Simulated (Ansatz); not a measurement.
C5H7ClFGaO2, SMILES `CC1=CC(C)=[O+][Ga-]([F])([Cl])[O]1`. The species carries charge 0 and has multiplicity 1. Geometry: relaxed with PBE0-D4/def2-TZVP.

```xyz
17

C     0.163    2.631   -0.392
C     0.364    1.189   -0.073
C    -0.661    0.271   -0.302
C    -0.585   -1.099   -0.048
C    -1.750   -1.981   -0.342
O     0.432   -1.701    0.435
Ga    2.049   -0.840    0.892
F     3.282   -1.363   -0.234
Cl    2.447   -0.983    2.981
O     1.512    0.904    0.407
H    -0.828    2.834   -0.793
H     0.923    2.944   -1.112
H     0.321    3.220    0.515
H    -1.585    0.650   -0.712
H    -2.597   -1.431   -0.746
H    -1.439   -2.752   -1.052
H    -2.047   -2.494    0.576
```

**Question.** What is the dipole moment at PBE/def2-TZVPP? (Estimate.)

**Answer.** The calculation gave: 6.57 D, with components (-5.73, 2.35, -2.17) D in this frame, pointing from negative to positive charge.

**Question.** And with r2SCAN, B3LYP, ωB97M-V? (An estimate is asked.)

**Answer.** Computed: r2SCAN 6.78 D, B3LYP 6.86 D, ωB97M-V 6.85 D.

**Question.** Give the Mulliken charges with PBE, r2SCAN, ωB97M-V in def2-TZVPP. (Estimate.)

**Answer.** Computed: 
```
atom    PBE  r2SCAN  ωB97M-V
  C1  -0.23   -0.12    -0.27
  C2   0.21    0.32     0.27
  C3  -0.17   -0.24    -0.20
  C4   0.21    0.32     0.27
  C5  -0.23   -0.12    -0.27
  O6  -0.23   -0.32    -0.32
 Ga7   0.56    0.68     0.67
  F8  -0.34   -0.38    -0.39
 Cl9  -0.27   -0.29    -0.27
 O10  -0.23   -0.32    -0.32
 H11   0.09    0.05     0.10
 H12   0.11    0.08     0.13
 H13   0.11    0.08     0.13
 H14   0.08    0.07     0.09
 H15   0.09    0.05     0.10
 H16   0.11    0.08     0.13
 H17   0.11    0.08     0.13
```

B3LYP here is the variant with VWN-RPA as its local correlation; programs differ in this.
